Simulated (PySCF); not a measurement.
Ga(H)(F)(Me) (CH4FGa), SMILES [CH3][GaH][F].

Coordinates come from a B3LYP-D3(BJ)/def2-TZVP optimisation.

Computed with C-PCM-M06-2X/def2-SVP (PySCF).

The values are the electrostatic part of the solvation free energy, E(continuum) − E(gas) at the gas-phase geometry, in a cavity of scaled van der Waals radii (PySCF's table); cavitation and dispersion terms are not included. A continuum can't describe solvent molecules that bind to the metal. In vacuum the orbital gap is 9.06 eV. The dipole moment in vacuum is 2.71 D.

Computed values in water (ε = 78.36), cyclohexanone (ε = 15.62), benzene (ε = 2.27):
```csv
solvent,ε,ΔG(elec) (kcal/mol),dipole (D),gap (eV)
water,78.36,-6.5,3.19,9.25
cyclohexanone,15.62,-6.1,3.16,9.24
benzene,2.27,-3.5,2.96,9.17
```
